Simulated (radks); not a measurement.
All-electron atom: Al3+ in [Ne].

All-electron calculation, scalar-relativistic Kohn-Sham, PBEsol, spin-polarised, spherical densities, finite nucleus; Fermi nuclear charge, rms radius 3.061 fm. Program: a radial shooting solver on a logarithmic mesh with Libxc functionals.

Energy parts (eV):
total: -6537.421
kinetic: 6549.152
electron-nucleus: -15302.485
Hartree: 2684.667
exchange-correlation: -468.755

Orbitals (lengths in bohr, moments of r in powers of bohr; <r^-3> diverges for s and p1/2; r(90%) holds 90 % of the orbital's charge):
| orbital | occ. | eigenvalue (eV) | <1/r> | r(90%) | <r^2> | <r^-3> |
|---|---|---|---|---|---|---|
| 1s | 2 | -1543.355 | 12.62 | 0.215 | 0.01951 | - |
| 2s | 2 | -142.2724 | 2.345 | 0.986 | 0.4657 | - |
| 2p | 6 | -103.9701 | 2.223 | 1.01 | 0.4516 | 36.16 |

The highest occupied level is 2p at -103.97 eV. The electron density at the nucleus is 1494 e/bohr^3 (large components only). Summed over all electrons, <r^2> = 3.680 bohr^2, which gives a Langevin (diamagnetic) susceptibility term of -2.91 x 10^-6 cm^3/mol. For comparison, the ionisation energy in NIST's Atomic Spectra Database is 119.99 eV (measured). In exact Kohn-Sham theory the highest level is minus the ionisation energy, but local and semilocal functionals leave it too shallow, through self-interaction and a potential that decays too fast; potentials with the right tail come closer.
